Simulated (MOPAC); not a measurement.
MOPAC input (AM1):

```
AM1 FORCE THERMO(298,298) PRECISE LET GEO-OK AUX(PRECISION=9) THREADS=1
C3H2F2O

F    -1.27895743 1    0.43785813 1   -0.85423217 1
C    -0.36536926 1    0.12046037 1    0.08660734 1
F    -1.04481898 1   -0.30937990 1    1.17023039 1
C     0.95020826 1    0.93183979 1    0.23417440 1
C     1.61141729 1   -0.15603636 1   -0.24305657 1
O     0.48362847 1   -0.99541436 1   -0.42314317 1
H     1.14021701 1    1.93157038 1    0.58077708 1
H     2.59840306 1   -0.52191961 1   -0.49098413 1
```

From the output:

```
     H    8   0.038913   6.054406

          HEAT OF FORMATION =     -78.348618 KCALS/MOLE

          ZERO POINT ENERGY      30.799 KCAL/MOL

           NORMAL COORDINATE ANALYSIS (Total motion = 1 Angstrom)

   Root No.       1         2         3         4         5         6         7         8

                 1 A"      2 A"      1 A'      2 A'      3 A"      3 A'      4 A"      5 A"

                 256.8     319.6     424.9     500.0     572.0     787.5     841.9     905.0

           1   -0.0602    0.0002   -0.0363   -0.0153   -0.0674    0.1304    0.0240   -0.0034
           2    0.0750   -0.0151   -0.1968   -0.0303    0.0292    0.0204   -0.0081    0.0009
           3   -0.0129   -0.1227    0.0373   -0.0807   -0.0106    0.0022   -0.0042    0.0004
           4   -0.0646    0.0016   -0.0352   -0.0141   -0.0538    0.0706    0.0083   -0.0010
           5   -0.0477    0.0012    0.0477    0.0190   -0.0398   -0.0955    0.0061   -0.0008
           6   -0.0000    0.0000   -0.0324    0.1288   -0.0000    0.0255    0.0000   -0.0000
           7    0.0541   -0.0145    0.1988    0.0335    0.0081   -0.0578   -0.0007   -0.0001
           8   -0.0796    0.0046   -0.0230    0.0058   -0.0729   -0.1187    0.0253   -0.0035
           9    0.0129    0.1227    0.0374   -0.0806    0.0106    0.0022    0.0042   -0.0004
          10   -0.0223   -0.1172   -0.0450   -0.0697    0.0563   -0.0364   -0.1079    0.0394
          11   -0.0165   -0.0867    0.0608    0.0942    0.0416    0.0494   -0.0798    0.0291
          12   -0.0000   -0.0001   -0.0372    0.0375    0.0000   -0.0738   -0.0001    0.0000
          13    0.1320    0.0053   -0.0696    0.0033   -0.0301   -0.0759    0.0127   -0.1143
          14    0.0976    0.0039    0.0941   -0.0044   -0.0223    0.1027    0.0094   -0.0845
          15    0.0001   -0.0000   -0.0131   -0.0316   -0.0000   -0.0314    0.0000   -0.0001
          16   -0.0440    0.1168   -0.0734    0.0459    0.0850   -0.0463   -0.0022    0.0221
          17   -0.0326    0.0864    0.0994   -0.0622    0.0628    0.0626   -0.0016    0.0163
          18   -0.0000    0.0001   -0.0251    0.0994    0.0000    0.0654   -0.0000    0.0000
          19   -0.0542   -0.3167   -0.0364   -0.1485    0.2781   -0.0726    0.5305    0.0189
          20   -0.0400   -0.2342    0.0491    0.2009    0.2057    0.0984    0.3923    0.0140
          21   -0.0001   -0.0002   -0.0327    0.0086    0.0002   -0.0873    0.0003    0.0000
          22    0.3309    0.0476   -0.0759    0.0363   -0.1815   -0.0631    0.1012    0.6026
          23    0.2447    0.0352    0.1027   -0.0489   -0.1342    0.0854    0.0749    0.4456
          24    0.0002   -0.0000    0.0075   -0.1512   -0.0001   -0.0835    0.0001    0.0004

   Root No.       9        10        11        12        13        14        15        16

                 4 A'      5 A'      6 A'      7 A'      8 A'      9 A'      6 A"     10 A'

                 912.3    1002.5    1106.5    1150.4    1341.2    1511.5    1543.0    1728.7

           1    0.0016    0.0286   -0.0144    0.0210   -0.0307    0.1223   -0.1743   -0.0153
           2    0.0008   -0.0010    0.0006   -0.0010    0.0013   -0.0062   -0.0030    0.0011
           3   -0.0074    0.0052   -0.0009   -0.0025    0.0063    0.0003    0.0013    0.0018
           4    0.0158    0.0047   -0.0034   -0.0049    0.0344   -0.2215    0.3865    0.0394
           5   -0.0216   -0.0062    0.0046    0.0066   -0.0464    0.2996    0.2858   -0.0533
           6    0.1935   -0.0924   -0.0102    0.0126   -0.0920   -0.0105    0.0002   -0.0189
           7   -0.0013   -0.0075    0.0036   -0.0052    0.0077   -0.0299   -0.0539    0.0035
           8   -0.0013   -0.0276    0.0140   -0.0204    0.0297   -0.1188   -0.1658    0.0149
           9   -0.0074    0.0052   -0.0010   -0.0024    0.0062    0.0002   -0.0014    0.0019
          10    0.0259   -0.0488    0.0307   -0.0591   -0.0229    0.0629   -0.0254    0.0483
          11   -0.0351    0.0659   -0.0415    0.0799    0.0310   -0.0850   -0.0187   -0.0655
          12   -0.0042    0.0877   -0.0592    0.0191   -0.0210    0.0400   -0.0000    0.2009
          13    0.0544    0.0372   -0.0276   -0.0012    0.0935    0.0294    0.0125   -0.0682
          14   -0.0735   -0.0503    0.0373    0.0017   -0.1264   -0.0396    0.0093    0.0923
          15   -0.0509    0.0432    0.0098   -0.0093   -0.1335   -0.1108   -0.0000   -0.1819
          16   -0.0621   -0.0024    0.0320    0.0237   -0.0542   -0.0108   -0.0148    0.0107
          17    0.0840    0.0033   -0.0433   -0.0320    0.0732    0.0146   -0.0110   -0.0145
          18   -0.0990   -0.0473    0.0299   -0.0415    0.1525    0.0558   -0.0000   -0.0155
          19   -0.1319   -0.2988   -0.1686    0.2073    0.0665   -0.0110    0.0454   -0.0455
          20    0.1784    0.4042    0.2281   -0.2803   -0.0900    0.0150    0.0336    0.0614
          21   -0.0609   -0.0008   -0.1312    0.1163   -0.0059    0.0171    0.0000    0.2012
          22   -0.0362    0.0223   -0.1318   -0.1045   -0.0247   -0.0186    0.0390   -0.1356
          23    0.0487   -0.0302    0.1779    0.1410    0.0331    0.0251    0.0288    0.1833
          24    0.2601    0.0958    0.4024    0.3671    0.2859    0.0559   -0.0000   -0.0253

   Root No.      17        18

                11 A'     12 A'

                3301.3    3339.1

           1    0.0000   -0.0002
           2    0.0000    0.0001
           3    0.0000   -0.0000
           4   -0.0009   -0.0004
           5    0.0012    0.0005
           6   -0.0003   -0.0004
           7   -0.0000   -0.0000
           8   -0.0000    0.0002
           9    0.0000    0.0000
          10   -0.0024    0.0066
          11    0.0033   -0.0089
          12    0.0101   -0.0670
          13    0.0342    0.0101
          14   -0.0463   -0.0136
          15    0.0305    0.0094
          16    0.0008   -0.0005
          17   -0.0011    0.0007
          18    0.0002    0.0021
          19    0.0214   -0.0920
          20   -0.0288    0.1238
          21   -0.1710    0.7275
          22   -0.4027   -0.0895
          23    0.5448    0.1210
          24   -0.3125   -0.0691

           MASS-WEIGHTED COORDINATE ANALYSIS (NORMAL COORDINATES)

   Root No.       1         2         3         4         5         6         7         8

                 1 A"      2 A"      1 A'      2 A'      3 A"      3 A'      4 A"      5 A"

                 256.8     319.6     424.9     500.0     572.0     787.5     841.9     905.0

           1   -0.2636    0.0007   -0.1077   -0.0655   -0.3537    0.4866    0.1247   -0.0162
           2    0.3285   -0.0571   -0.5841   -0.1297    0.1531    0.0763   -0.0420    0.0043
           3   -0.0562   -0.4630    0.1109   -0.3457   -0.0556    0.0084   -0.0216    0.0017
           4   -0.2247    0.0048   -0.0832   -0.0481   -0.2245    0.2094    0.0344   -0.0038
           5   -0.1661    0.0036    0.1125    0.0647   -0.1660   -0.2833    0.0254   -0.0028
           6   -0.0001    0.0000   -0.0764    0.4389   -0.0001    0.0758    0.0000   -0.0000
           7    0.2368   -0.0547    0.5900    0.1433    0.0427   -0.2158   -0.0036   -0.0006
           8   -0.3483    0.0172   -0.0682    0.0249   -0.3830   -0.4429    0.1315   -0.0168
           9    0.0564    0.4631    0.1110   -0.3455    0.0555    0.0080    0.0217   -0.0017
          10   -0.0777   -0.3517   -0.1061   -0.2374    0.2349   -0.1081   -0.4469    0.1480
          11   -0.0574   -0.2600    0.1434    0.3210    0.1737    0.1465   -0.3305    0.1094
          12   -0.0001   -0.0003   -0.0878    0.1278    0.0001   -0.2190   -0.0003    0.0001
          13    0.4594    0.0158   -0.1642    0.0112   -0.1258   -0.2251    0.0526   -0.4295
          14    0.3397    0.0116    0.2220   -0.0150   -0.0931    0.3047    0.0389   -0.3176
          15    0.0002   -0.0001   -0.0309   -0.1078   -0.0002   -0.0932    0.0000   -0.0003
          16   -0.1768    0.4045   -0.1999    0.1806    0.4096   -0.1587   -0.0104    0.0958
          17   -0.1308    0.2990    0.2706   -0.2446    0.3028    0.2143   -0.0076    0.0708
          18   -0.0001    0.0002   -0.0684    0.3910    0.0002    0.2238   -0.0000    0.0001
          19   -0.0546   -0.2753   -0.0249   -0.1466    0.3363   -0.0624    0.6364    0.0206
          20   -0.0403   -0.2035    0.0336    0.1983    0.2487    0.0845    0.4706    0.0152
          21   -0.0001   -0.0002   -0.0224    0.0085    0.0002   -0.0750    0.0004    0.0000
          22    0.3336    0.0413   -0.0519    0.0358   -0.2195   -0.0542    0.1214    0.6558
          23    0.2467    0.0305    0.0702   -0.0483   -0.1623    0.0734    0.0898    0.4850
          24    0.0002   -0.0000    0.0051   -0.1492   -0.0002   -0.0717    0.0001    0.0004

   Root No.       9        10        11        12        13        14        15        16

                 4 A'      5 A'      6 A'      7 A'      8 A'      9 A'      6 A"     10 A'

                 912.3    1002.5    1106.5    1150.4    1341.2    1511.5    1543.0    1728.7

           1    0.0068    0.1510   -0.0906    0.1294   -0.1166    0.3289   -0.3820   -0.0585
           2    0.0036   -0.0052    0.0040   -0.0062    0.0050   -0.0167   -0.0065    0.0041
           3   -0.0311    0.0275   -0.0058   -0.0151    0.0239    0.0007    0.0028    0.0069
           4    0.0530    0.0196   -0.0171   -0.0238    0.1038   -0.4735    0.6734    0.1201
           5   -0.0723   -0.0262    0.0231    0.0322   -0.1402    0.6403    0.4980   -0.1623
           6    0.6479   -0.3884   -0.0508    0.0619   -0.2779   -0.0224    0.0004   -0.0577
           7   -0.0053   -0.0396    0.0227   -0.0321    0.0294   -0.0805   -0.1181    0.0134
           8   -0.0055   -0.1459    0.0878   -0.1255    0.1129   -0.3193   -0.3633    0.0572
           9   -0.0311    0.0276   -0.0060   -0.0151    0.0237    0.0006   -0.0031    0.0072
          10    0.0868   -0.2051    0.1530   -0.2896   -0.0694    0.1344   -0.0442    0.1471
```
